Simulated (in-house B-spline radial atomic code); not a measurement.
Ionisation energies along the 9-electron series, configuration [He] 2s2 2p5, as differences of self-consistent energies. NIST's values go from ground level to ground level; the uncertainty of those that are theory runs from under 0.1 % in few-electron ions to several per cent in heavy many-electron ones. Computed with a radial B-spline atomic code at the basis-set limit: non-relativistic Hartree-Fock, average of the configuration, point nuclei.

This level leaves out relativity, spin-orbit splitting included, which matters for heavy ions.

```tsv
ion	configuration after	ionisation energy (eV)	IE/(q+1)² (eV)	-ε less Coulomb ΔSCF (eV)	tabulated value (eV)	computed minus tabulated (eV)
Cu20+	[He] 2s2 2p4	1802.0	4.0861	2.5538	1800	2
Zn21+	[He] 2s2 2p4	1962.8	4.0554	2.5532	1961	2
Ga22+	[He] 2s2 2p4	2130.5	4.0273	2.5526	2129	1
Ge23+	[He] 2s2 2p4	2304.9	4.0016	2.5521	2304	1
As24+	[He] 2s2 2p4	2486.2	3.9779	2.5516	2486	0
Se25+	[He] 2s2 2p4	2674.3	3.956	2.5512	2674	0
Br26+	[He] 2s2 2p4	?	?	?	?	?
Kr27+	[He] 2s2 2p4	3070.8	3.9169	2.5505	3072	-1
Rb28+	[He] 2s2 2p4	3279.3	3.8993	2.5502	3281	-2
Sr29+	[He] 2s2 2p4	3494.6	3.8829	2.5499	3497	-2
Zr31+	[He] 2s2 2p4	3945.6	3.8532	2.5493	3950	-4
Nb32+	[He] 2s2 2p4	4181.4	3.8396	2.5491	4187	-6
Mo33+	[He] 2s2 2p4	4423.9	3.8269	2.5489	4430	-6
Tc34+	[He] 2s2 2p4	4673.2	3.8148	2.5486	4681	-8
Ru35+	[He] 2s2 2p4	4929.3	3.8035	2.5485	4939	-10
Rh36+	[He] 2s2 2p4	5192.2	3.7927	2.5483	5203	-11
Pd37+	[He] 2s2 2p4	?	?	?	?	?
Ag38+	[He] 2s2 2p4	5738.5	3.7728	2.5479	5753	-15
Cd39+	[He] 2s2 2p4	6021.8	3.7636	2.5478	6039	-17
In40+	[He] 2s2 2p4	?	?	?	?	?
Sn41+	[He] 2s2 2p4	6608.9	3.7466	2.5475	6631	-22
Sb42+	[He] 2s2 2p4	6912.7	3.7386	2.5474	6929	-16
```

(1) Fill in the row of Br26+.

(2) Fill in the row of Pd37+.

(3) Fill in the row of In40+.

(4) How far is this level of theory from the measured and semi-empirical values?

Answers

(1) ionisation energy (eV): 2869.2; IE/(q+1)² (eV): 3.9358; -ε less Coulomb ΔSCF (eV): 2.5508; tabulated value (eV): 2869; computed minus tabulated (eV): 0.

(2) ionisation energy (eV): 5462.0; IE/(q+1)² (eV): 3.7825; -ε less Coulomb ΔSCF (eV): 2.5481; tabulated value (eV): 5475; computed minus tabulated (eV): -13.

(3) ionisation energy (eV): 6312.0; IE/(q+1)² (eV): 3.7549; -ε less Coulomb ΔSCF (eV): 2.5477; tabulated value (eV): 6331; computed minus tabulated (eV): -19.

(4) Over those 21 rows the differences run from -22.1 to +1.95 eV (mean absolute value 6.8 eV). The calculation leaves out relativity, correlation and, in open shells, the multiplet splittings that an average leaves out.
